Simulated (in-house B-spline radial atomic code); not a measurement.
Orbital energies and mean radii along the 43-electron series, configuration [Kr] 4d7. The effective charge is n√(-2ε), a non-relativistic measure. Computed with a radial B-spline atomic code at the basis-set limit: Dirac-Hartree-Fock, average of the configuration, finite nuclei.

```
  ion   Z  energy of 4p1/2 (Eh)  mean radius of 4p1/2 (bohr)  energy of 3d5/2 (Eh)  mean radius of 3d5/2 (bohr)  effective charge of 4p1/2
Cs12+  55               -14.795                      0.69813               -35.809                       0.2736                     21.759
Ba13+  56               -16.362                      0.67484               -38.743                      0.26661                     22.882
La14+  57               -18.001                      0.65304               -41.791                      0.25996                     24.001
Ce15+  58               -19.713                      0.63257               -44.952                      0.25364                     25.116
Pr16+  59               -21.497                      0.61332               -48.227                      0.24762                     26.228
Nd17+  60               -23.355                      0.59516               -51.614                      0.24187                     27.338
Pm18+  61               -25.286                      0.57802               -55.114                      0.23639                     28.445
Sm19+  62                -27.29                       0.5618               -58.726                      0.23114                     29.551
Eu20+  63               -29.369                      0.54642               -62.451                      0.22612                     30.656
Gd21+  64               -31.522                      0.53182               -66.287                      0.22132                      31.76
Tb22+  65               -33.749                      0.51793               -70.235                      0.21671                     32.863
Dy23+  66               -36.052                      0.50471               -74.295                      0.21228                     33.966
Ho24+  67               -38.431                      0.49211               -78.466                      0.20804                     35.068
Er25+  68               -40.886                      0.48007               -82.748                      0.20396                     36.171
```

How does the screening of 4p1/2 change?

Z less the effective charge goes from 33.24 at Z = 55 to 31.83 at Z = 68.
